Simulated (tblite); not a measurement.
Propyl methanesulfonate, C4H10O3S.
Geometry (GFN2-xTB, Å), atoms numbered from 1 in this order:
```xyz
18
C4H10O3S angstrom
C     -2.201    0.768    0.508
C     -1.629    0.118   -0.747
C     -0.732   -1.070   -0.417
O      0.349   -0.709    0.431
S      1.405    0.338   -0.191
C      2.865   -0.241    0.681
O      1.528    0.097   -1.595
O      1.099    1.667    0.238
H     -1.392    1.169    1.113
H     -2.867    1.583    0.239
H     -2.757    0.041    1.097
H     -1.033    0.848   -1.296
H     -2.434   -0.234   -1.395
H     -1.279   -1.842    0.132
H     -0.318   -1.491   -1.340
H      3.670    0.456    0.494
H      2.613   -0.269    1.732
H      3.105   -1.225    0.304
```

Method: GFN2-xTB as coded in tblite; computed harmonic values from a numerical Hessian at the method's own geometry, unscaled. This tight-binding method is rough: wavenumbers can miss measured ones by several per cent, in bad cases by 10 to 20. One conformer, not necessarily the lowest.

Harmonic wavenumbers (cm⁻¹): 43.5, 57.3, 104.0, 120.7, 189.7, 199.6, 241.1, 280.8, 334.9, 401.8, 443.8, 463.7, 535.0, 666.5, 723.5, 809.1, 839.9, 851.7, 911.4, 920.0, 1007.5, 1104.2, 1117.1, 1127.7, 1147.8, 1228.7, 1252.6, 1260.8, 1279.3, 1324.9, 1339.7, 1410.5, 1417.0, 1419.1, 1440.1, 1469.3, 1492.7, 1500.0, 2923.9, 2949.0, 2978.6, 3003.0, 3029.9, 3045.9, 3054.3, 3074.3, 3093.7, 3102.2.

A = 3191, B = 1244, C = 1176 MHz; mass 138.035 u (most abundant isotopes); point group C1, symmetry number 1.

Zero-point energy?

Half the sum of the wavenumbers: 31366 cm⁻¹ = 375.22 kJ/mol.

Entropy at 298.15 K, 1 bar (ideal gas, RRHO, classical rotation)?

Translation 170.31, rotation 119.75, vibration 126.25: S = 416.3 J/(mol K).

And Cp and H(298.15 K) − H(0)?

Cp = 156.21 J/(mol K), of which vibrations give 122.95 (their classical limit is 48 R = 399.1); H(298.15 K) − H(0) = 29.25 kJ/mol without the zero-point energy, 19.33 from vibrations.

Which modes carry the vibrational entropy at 298.15 K?

43.5 cm⁻¹: 21.31; 57.3 cm⁻¹: 19.03; 104.0 cm⁻¹: 14.13; 120.7 cm⁻¹: 12.92; 189.7 cm⁻¹: 9.33; 199.6 cm⁻¹: 8.94 J/(mol K); the other 42 give 40.58 together.

What must be added to the electronic energy to get the Gibbs energy at 298.15 K and 1 bar?

ZPE + [H(298.15 K) − H(0)] − T·S = 375.22 + 29.25 − 124.12 = 280.35 kJ/mol.

Blend soft modes into free rotors: weight 1/[1 + (100 cm⁻¹/ν̃)⁴] for the oscillator and the rest for a rotor with moment μB/(μ + B), μ = h/(8π²ν), B = 10⁻⁴⁴ kg m². What vibrational entropy results?

114.68 J/(mol K) in place of 126.25, which changes −T·S at 298.15 K by +3.45 kJ/mol.

Hindered rotation and anharmonicity are outside this model. Other conformers, if any are populated, would add a mixing term that is left out. The structure is chiral; the term R ln 2 for an equal mix with its mirror image is left out.
